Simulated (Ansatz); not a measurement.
Computed with Ansatz on PBE0-D4/def2-TZVP structures; ΔE is electronic, products minus reactants. CBS: MP2 limit from def2 TZ/QZ plus the TZ coupled-cluster correction, frozen cores. Functionals use def2-TZVPP. B3LYP here is the variant with VWN-RPA as its local correlation; programs differ in this. def2 core potentials past Kr. For Br, Sn outer-core shells are correlated without core-valence functions, which leaves a few kJ/mol of doubt a bond. Scalar relativity is left out up to krypton. One conformer a species, not always the lowest.

Reaction (redistribution): `CSCB(N)F` + `[Br][SnH3]` → `NB(F)Br` + `CS[CH2][SnH3]`

```tsv
level	ΔE (eV)
B3LYP-D4	0.67
B2PLYP	0.63
PBE	0.61
r2SCAN	0.65
B3LYP	0.69
MP2/def2-TZVPP	0.49
SCS-MP2/def2-TZVPP	0.53
MP2/def2-QZVPP	0.52
```

(1) What does CCSD(T)/CBS give? (Estimate.)

Largest T1 diagnostic among the species: 0.012.

Results:

(1) Ansatz gave: +0.60 eV. The listed levels differ from it by 0.07, 0.03, 0.01, 0.05, 0.09, -0.11, -0.07, -0.08 eV.

In def2-TZVPP, CCSD(T) changes the Hartree–Fock value by −0.29 eV (the triples alone add −0.04 eV) and MP2 by −0.34 eV. From PBE to PBE0 (25 % exact exchange), in def2-TZVPP and without D4, ΔE moves by +0.05 eV.
